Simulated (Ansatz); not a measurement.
`C[NH][Al]([CH3])[Cl]` → `[CH2]` (triplet) + `[CH3][Al]([NH2])[Cl]`  (formal loss of a carbene)

Isolated molecules relaxed with PBE0-D4/def2-TZVP in Ansatz; ΔE leaves out vibrations. CBS: MP2 limit from def2 TZ/QZ plus the TZ coupled-cluster correction, frozen cores. This one scheme is used for every species. DFT in def2-TZVPP. Triplets are unrestricted, without spin–orbit coupling. Each species was taken in one conformer, which may not be the lowest.

CCSD(T)/CBS gives +390.9 kJ/mol.

Problem. Another level gave +247.8 kJ/mol. Which?
A. PBE0-D4/def2-TZVPP
B. PBE0/def2-TZVPP
C. PBE-D4/def2-TZVPP
D. HF/def2-TZVPP

Solution. D. HF/def2-TZVPP 247.8, PBE0 386.0, PBE0-D4 391.4, PBE-D4 401.4 kJ/mol.

Problem. What do rigid-rotor, harmonic-oscillator terms from PBE0-D4/def2-TZVP frequencies (298.15 K, 1 bar) make of the CCSD(T)/CBS value? (Best estimate.)

Solution. Ansatz gave: ΔZPE = -30.1 kJ/mol, ΔH = +367.1 kJ/mol, ΔS = 160 J/(mol·K), ΔG = +319.2 kJ/mol. Open shells count their whole term as degenerate.

Largest T1 diagnostic among the species: 0.011.

From BLYP to BHLYP (50 % exact exchange), in def2-TZVPP and without D4, ΔE moves by −7.6 kJ/mol. The D4 term adds +9.7 kJ/mol with B3LYP and +5.4 kJ/mol with PBE0; it sums over pairs of atoms, weighted by their polarisabilities, and B3LYP, whose exchange is more repulsive, gets the larger term. In def2-TZVPP, CCSD(T) changes the Hartree–Fock value by +134.0 kJ/mol (the triples alone add +11.1 kJ/mol) and MP2 by +144.1 kJ/mol.

B3LYP here is the variant with VWN-RPA as its local correlation; programs differ in this.
